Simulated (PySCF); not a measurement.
Level of theory: B3LYP-D3(BJ)/def2-TZVP // BP86-D3(BJ)/def2-SVP (PySCF). All species are isolated molecules in the gas phase. One relaxed conformer stands for a flexible species; it need not be the lowest. B3LYP has the VWN-RPA correlation part, as in Gaussian. 

Reference species: [Ti(NH2)4] (neutral, multiplicity 1).

```json
{
  "HOMO": "-6.55 eV",
  "mean_distance_from_the_central_atom_to_its_bonded_neighbours": "1.899 Å",
  "LUMO": "-0.98 eV"
}
```

Changed species: [W(=O)(NH2)4] (M = W, oxo; the reference has M = Ti).

Question: What does the change do to the HOMO, mean distance from the central atom to its bonded neighbours and LUMO?

Answer: the HOMO increases by 0.05 eV, to -6.50 eV; the mean distance from the central atom to its bonded neighbours goes up by 0.051 Å, to 1.950 Å; the LUMO decreases by 0.75 eV, to -1.73 eV.
